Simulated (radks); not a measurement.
Results of a calculation; reference values are marked as such.
Task: Radial electron density D(r) = 4 pi r^2 rho(r) of an atom or ion with 1 electrons. Code: a radial shooting solver on a logarithmic mesh with Libxc functionals. Model: non-relativistic Kohn-Sham, HCTH/407, spin-polarised, spherical densities, point nucleus.

r (bohr)  D(r) (e/bohr)
0.01848         0.01750
0.02221         0.02473
0.02691         0.03529
0.03261         0.05007
0.0392          0.06954
0.0475          0.09711
0.05755          0.1342
0.06917          0.1808
0.08382          0.2429
0.1007           0.3169
0.1221           0.4089
0.1479           0.5135
0.1778           0.6192
0.2154           0.7240
0.259            0.8046
0.3138           0.8500
0.3802           0.8408
0.457            0.7760
0.5537           0.6613
0.6709           0.5269
0.8064           0.4130
0.9771           0.3346
1.175            0.3002
1.423            0.2847
1.724            0.2579
2.073            0.2043
2.511            0.1298
3.043           0.06448
3.658           0.02587
4.432          0.007342
5.327          0.001467
6.455         0.0001595

What is the nuclear charge?

Result: Z = 3. The innermost maximum, from 1s, lies near 1/Z = 0.333 bohr (found: 0.334), and its height grows with Z. The density is that of the lithium ion Li2+ in 1s0.5 2p0.5; the configuration itself is not fixed sharply by these data. D(r) has 1 maximum, at r = 0.334 bohr.
